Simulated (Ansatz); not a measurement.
B8P7H24⁻, a nanocrystal cut from zinc blende BP (hydrogen-capped). Total charge -1; triplet. Geometry r2SCAN-D4/def2-SVP, that of the charge -1 singlet; atoms count from 1.

```xyz
39

B     2.5751   -2.3422    1.3119
B    -2.2846   -0.5713   -2.8791
B     0.2554   -1.4018   -0.8882
B     2.5944    0.6051   -0.1315
B     0.1859    1.4827   -2.2094
B    -0.2987    1.3695    0.9247
B     2.0300    0.3798    3.0935
B    -2.8286    2.1517   -1.0985
P     0.7825   -2.5601    0.5794
P     2.8893   -0.4168    1.5199
P    -1.5784   -1.6995   -1.4559
P    -1.7481    1.2734   -2.4807
P     0.1453    0.6235    2.6625
P    -2.2147    1.4848    0.6265
P     0.6717    0.5044   -0.5655
H     2.6493   -2.9554    2.3650
H     3.3072   -2.7673    0.4298
H    -3.4957   -0.7158   -2.9342
H    -1.6873   -0.9480   -3.8771
H     0.9538   -1.7251   -1.8350
H     3.2152    0.0806   -1.0439
H     2.8754    1.7776    0.0669
H     0.7802    0.9675   -3.1446
H     0.4406    2.6649   -2.0341
H     0.1054    2.5206    0.9432
H     2.1205   -0.3172    4.0919
H     2.4491    1.5194    3.2360
H    -4.0230    1.9238   -1.2084
H    -2.5438    3.3404   -1.0728
H     0.5765   -3.9155    0.1914
H    -0.2158   -2.5060    1.5943
H     4.2748   -0.3444    1.8332
H    -1.7353   -3.0731   -1.8004
H    -2.4241   -1.6999   -0.3095
H    -2.0987    1.9781   -3.6654
H    -0.6032   -0.5728    2.8582
H    -0.4881    1.4036    3.6727
H    -2.8111    0.2332    0.9543
H    -2.7983    2.2475    1.6790
```

Single mean-field runs in def2-TZVP are fitted with def2-universal-jkfit. The highest occupied level of the charge -1 triplet lies above zero (up to 1.09 eV). Energy differences put its binding near zero (0.10 eV; vertical, against the charge 0 doublet, at PBE0-D4/def2-TZVP), which leaves it undecided. At PBE0-D4/def2-TZVP a singlet of charge -1 lies 4.92 eV below the triplet at the same geometry.

**Question.** Estimate the Mulliken populations of the heavy atoms from the PBE0/def2-TZVP orbitals of Ansatz.

**Answer.** 
```tsv
atom	charge (e)	spin (α − β)
B1	-0.27	-0.02
B2	-0.28	0.00
B3	-0.11	0.00
B4	-0.14	-0.01
B5	-0.25	0.25
B6	-0.11	0.00
B7	-0.27	-0.02
B8	-0.28	0.00
P9	-0.04	0.22
P10	0.14	0.34
P11	0.01	0.03
P12	0.09	0.03
P13	-0.04	0.22
P14	0.01	0.03
P15	0.09	0.31
```
Mulliken values depend strongly on the basis.

**Question.** Where does the spin sit?

**Answer.** Summed by element: B 0.20, P 1.18, H 0.62, of 2 unpaired in all. Largest on single atoms: P10 0.34, P15 0.31, B5 0.25.

**Question.** And the Mayer bond orders between heavy atoms (over 0.3)?

**Answer.** B1–P9 0.88 (1.95 Å); B1–P10 0.92 (1.96 Å); B2–P11 0.89 (1.95 Å); B2–P12 0.93 (1.96 Å); B3–P9 0.88 (1.94 Å); B3–P11 0.88 (1.94 Å); B3–P15 0.90 (1.98 Å); B4–P10 0.71 (1.96 Å); B4–P15 0.88 (1.97 Å); B5–P12 0.86 (1.96 Å); B5–P15 0.66 (1.97 Å); B6–P13 0.88 (1.94 Å); B6–P14 0.88 (1.94 Å); B6–P15 0.90 (1.98 Å); B7–P10 0.92 (1.96 Å); B7–P13 0.88 (1.95 Å); B8–P12 0.93 (1.96 Å); B8–P14 0.89 (1.95 Å).
